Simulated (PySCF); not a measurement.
**Radial density of Al²⁺ (aluminium, charge +2)**

UHF, [Ne] 3s1, 2S determinant. Computed with PySCF 2.14 in cc-pVDZ-DK (4s3p1d, 18 functions), with the spin-free X2C one-electron Hamiltonian (Gaussian nucleus).

```
r (bohr)  4πr²ρ (e/bohr)  4πr²(ρα − ρβ)
 0.00179         0.06166         0.0001
 0.00301          0.1659         0.0004
 0.00506          0.4287         0.0010
 0.00851           1.081         0.0025
  0.0143           2.580         0.0059
  0.0241           5.595         0.0125
  0.0405           10.26         0.0215
  0.0681           14.27         0.0243
   0.115           13.00         0.0080
   0.193           8.653         0.0008
   0.324           10.88         0.0633
   0.545           11.92         0.0608
   0.917           4.417         0.0220
    1.54          0.7759         0.4400
    2.59          0.4030         0.4012
    4.36         0.02807         0.0281
    7.34       0.0001203         0.0001
```

Densities and radii are taken from the X2C orbitals without a picture-change correction, which distorts them close to the nucleus.
